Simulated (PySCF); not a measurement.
# Frontier orbitals and the lowest excitations

Compound: CH9FS2Si3.
Atom-mapped SMILES: `[CH3:1][S:2][SiH2:3][S:4][Si@@H:5]([F:6])[SiH3:7]` (hydrogens: H8, H9, H10 on C1; H11, H12 on Si3; H13 on Si5; H14, H15, H16 on Si7)

Level of theory: PySCF, TDDFT CAM-B3LYP/def2-SVPD, vertical, gas phase, core orbitals frozen in the response. Geometry: GFN2-xTB, one conformer, isolated molecule. Torsions of this conformer, `[CH3:1][S:2][SiH2:3][S:4][Si@@H:5]([F:6])[SiH3:7]`: C1–S2–Si3–S4 -179°, S2–Si3–S4–Si5 -73°, Si3–S4–Si5–F6 47°.

Frontier orbitals with the atoms that hold most of them (Löwdin shares over 4%, at most four atoms; ? is withheld):

```csv
orbital,ε (eV),atoms
LUMO+2,0.90,"Si7 24%, S2 17%, Si5 13%, S4 7%"
LUMO+1,0.34,"Si5 19%, Si7 18%, S4 14%, Si3 12%"
LUMO,?,"Si5 31%, Si7 23%, S4 12%, H13 8%"
HOMO,-8.19,?
HOMO-1,-8.88,?
HOMO-2,-9.95,"S4 38%, S2 24%, Si3 12%, Si5 8%"
HOMO-3,-10.18,"Si7 22%, Si5 21%, S4 18%, S2 7%"
```

(1) Which atoms hold the HOMO-1, and with what shares?

(2) Give the leading atoms of the HOMO.

(3) What is the LUMO energy, and the HOMO–LUMO gap?

Answers

(1) S4 (bonded to 2 Si) 65%; Si3 (bonded to 2 S and 2 H) 9%; Si5 (bonded to F, S, Si and H) 8%; S2 (bonded to C and Si) 7%. By element: sulfur 72%, silicon 17% or more.

(2) S2 (bonded to C and Si) 71%; C1 (bonded to S and 3 H) 10%; Si3 (bonded to 2 S and 2 H) 9%.

(3) ε(LUMO) = 0.15 eV; the gap is 8.34 eV (0.3065 hartree).

Task: How does S1 compare with the orbital gap of 8.34 eV?

Result: S1 is at 5.44 eV (f = 0.0019), 2.90 eV below the gap, made of HOMO→LUMO+1 (47%), HOMO→LUMO+2 (23%), HOMO→LUMO+3 (8%). Its leading pair isn't HOMO and LUMO; the energies of that pair differ by 8.53 eV. Without the coupling terms of the response equations the lowest excitation would equal the gap.

Task: One configuration dominates each of S2 and S4. Which, and how do the shares of the two leading atoms of either orbital change from the occupied to the empty one?

Result: 
- S2 (5.90 eV, f 0.013), HOMO-1→LUMO (74%): S4 65% → 12%, Si3 9% → at most 8%, Si5 8% → 31%, Si7 at most 7% → 23%
- S4 (6.13 eV, f 0.018), HOMO-1→LUMO+1 (77%): S4 65% → 14%, Si3 9% → 12%, Si5 8% → 19%, Si7 at most 7% → 18%

Löwdin shares depend on the basis, the more so with diffuse functions.
